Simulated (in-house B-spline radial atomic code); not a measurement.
The numbers below are computed, except where a source is named.
**Building a PAW p channel for B, r_c = 2.41 bohr**

B, [He] 2s2 2p1, non-relativistic LDA (VWN5), spherical and spin-unpolarised, from a B-spline radial code for spherical atoms (atomic units; all potentials screened as in the neutral atom).

Two all-electron partial waves φ1, φ2 are integrated outwards at E1 = ε(2p) = -0.136603 and E2 = E1 + 1 hartree; φ1 is the bound orbital and φ2 has unit norm inside r_c = 2.4102 bohr. Smooth partners are polynomials, r^2(a0 + a1 r² + a2 r⁴ + a3 r⁶), matched to φ and three derivatives at r_c, with no condition on the norm. The local potential is -1.96568 + (0.715695) r² + (-0.118116) r⁴ + (0.00738042) r⁶ inside 1.9818 bohr and the all-electron one outside.

```tsv
wave	φ(r_c)	φ'(r_c)	a0	a1	a2	a3
1	0.5428941	-0.1519035	0.4608221	-0.1250753	0.01410613	-0.0005958804
2	0.8812479	1.019303	-0.6455363	0.3317989	-0.04513074	0.002003489
```

Inside r_c the overlaps are <φi φj> = [[0.61958, -0.34362], [-0.34362, 1.00000]] and, for the smooth waves, [[0.44055, 0.04650], [0.04650, 0.28402]]. With χj = (Ej − T − V_local) applied to smooth wave j, the program's quadrature gives the matrix B_ij = <smooth i, χj> as [[-0.09379, 0.38942], [-0.00069, -0.06132]].

Question: Check the match of the first wave, and find the augmentation charges q_ij.

Answer: At r_c the four terms are 2.67695, -4.22069, 2.76520, -0.67855, which sum to 0.5429, φ1(r_c) to rounding. q_ij is the all-electron overlap less the smooth one: [[0.17903, -0.39012], [-0.39012, 0.71598]]. The smooth first wave has a norm of 0.4405 inside r_c against 0.6196, and q11 > 0 puts back the missing charge.

Question: B isn't symmetric. Show that D_ij = B_ij + Ej q_ij is.

Answer: Integrating by parts gives B12 − B21 = (E1 − E2) q12: 0.38942 − (-0.00069) = 0.39012, and −1 × (-0.39012) = 0.39012. So D12 = 0.38942 + (0.863397)(-0.39012) = 0.05260 and D21 = -0.00069 + (-0.136603)(-0.39012) = 0.05260; D11 = -0.11825, D22 = 0.55685. The projectors, p = (B⁻¹)ᵀ χ, are dual to the smooth waves; det B = 0.006.

Solving (T + V_local + Σ p D p) ψ = E (1 + Σ p q p) ψ in a sphere of 9 bohr, whose wall lifts the free-atom level a little, gives these levels:

| all-electron | one projector | two projectors |
| --- | --- | --- |
| -0.136279 | -0.136279 | -0.136279 |
| 0.099843 | 0.103515 | 0.099891 |
| 0.385564 | 0.407808 | 0.385698 |
| 0.808653 | 0.875984 | 0.808660 |
| 1.361760 | 1.497560 | 1.362950 |

Question: What does the second projector gain?

Answer: With one projector the errors are 0.00, +3.67, +22.24, +67.33, +135.80 millihartree. With two the errors are 0.00, +0.05, +0.13, +0.01, +1.19 millihartree. The scattering is exact at E1 and at E2 = 0.863, and over all levels compared the largest error is 1.2 millihartree. The lowest eigenvalue of the overlap operator is 1 with one and 0.8917 with two projectors. The smooth orbital alone needs a cutoff of 4.03 hartree for 1 millihartree of kinetic energy, against 9.16 for a norm-conserving Troullier-Martins orbital of the same radius; part of the gain comes from giving up the norm, part from the simpler form.
